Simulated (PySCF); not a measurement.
# C₆ coefficients of unlike pairs at MN15

Calculated with PySCF 2.14 from the dipole response of each species, C₆(A,B) = (3/π) ∫ α_A(iu) α_B(iu) du, in atomic units, from isotropic polarisabilities. For ions this is the dispersion term alone; charge-induced terms of lower order in 1/R come first.

```
species           configuration                                                               basis      relativity  α (bohr³)  C₆ (like pair)
    C²⁺           [He] 2s2 (1S)                                           aug-cc-pVTZ-DK (5s4p3d2f)   spin-free X2C      4.287           6.369
   Rh³⁺           [Kr] 4d6 (5D)                                     aug-cc-pwCVTZ-DK (11s10p8d4f3g)   spin-free X2C      4.716           21.25
     Ar               [Ar] (1S)                                            dyall-acv3z (19s12p6d4f)            none      10.86           62.27
      I  [Kr] 4d10 5s2 5p5 (2P)  def2-TZVPPD with the def2 core potential (28 electrons) (7s6p4d2f)  core potential      34.05           365.8
```

(1) Estimate C₆ for Ar with Rh³⁺.

No spin-orbit coupling is included.

The other pairs:

| pair | C₆ |
| --- | --- |
| Rh³⁺, C²⁺ | 10.40 |
| I, C²⁺ | 48.23 |
| I, Rh³⁺ | 78.04 |
| I, Ar | 147.3 |
| Ar, C²⁺ | 19.55 |

Answers

(1) The integral gives 34.73. The combination rule 2 C_A C_B / (C_A α_B/α_A + C_B α_A/α_B) gives 34.84 and the geometric mean 36.38.
